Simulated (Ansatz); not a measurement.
# Energy profile

The step: GeH₃ + SiH₄ → GeH₄ + SiH₃; bonds formed: H1–Ge3; bonds broken: H1–Si2 (atoms numbered as in the saddle structure below).

H1  (-0.010, -0.015, -0.079)
Si2  (0.174, 0.289, 1.797)
Ge3  (-0.171, -0.283, -1.753)
H4  (-0.189, 1.702, 2.081)
H5  (1.588, 0.029, 2.177)
H6  (-0.738, -0.637, 2.520)
H7  (1.041, -1.090, -2.252)
H8  (-0.228, 1.074, -2.476)
H9  (-1.466, -1.069, -2.016)
(Å)

Electronic energies by CCSD(T) at an estimated basis limit (MP2 extrapolated from triple and quadruple zeta, plus CCSD(T) − MP2 in triple zeta), on PBE0-D4/def2-TZVP structures; GeSiH7, doublet; no counterpoise correction; spin–orbit coupling, which lowers free halogen atoms and radicals such as OH and SH, is left out. Ansatz 0.2.0; basis: def2-TZVPP and def2-QZVPP; cores frozen in the correlated methods; orbitals are unrestricted. Filled d shells of the heavier atoms are correlated. The def2 sets are not built for correlating such inner shells, so the correlated values are less sure here. Extrapolation: Hartree–Fock as exp(−7.88 √X), correlation as X^−2.97.

Problem. Give the profile in eV, counted from the separated reactants. (Judge from chemistry; the value comes from the calculation.)

Solution. The calculation gives:
```csv
point,eV
"separated: SiH4 (H1, Si2, H4, H5, H6; singlet) + GeH3 (Ge3, H7, H8, H9; doublet)",0.000
start structure,-0.009
saddle,0.517
end structure,0.245
"separated: GeH4 (H1, Ge3, H7, H8, H9; singlet) + SiH3 (Si2, H4, H5, H6; doublet)",0.250
```

The T1 diagnostic stays at or below 0.016. ⟨S²⟩ of the unrestricted Hartree–Fock references: 0.75 to 0.77 (a pure state has 0.75). The start structure is not quite a true minimum (one mode of 58i cm⁻¹). The end structure is not quite a true minimum (one mode of 57i cm⁻¹).

Radical steps of this kind take place in plasma deposition and etching.

For scale, one of the runs: CCSD(T)/def2-TZVPP, 188 basis functions, launched by `ansatz run in.yaml --threads 4 --pin off --events-out ev --progress --plain --max-ram 9574MiB`. The run took 110 s on 4 CPU threads of an Arm Neoverse V2 (shared host), with 4.7 GiB of host memory at its peak.
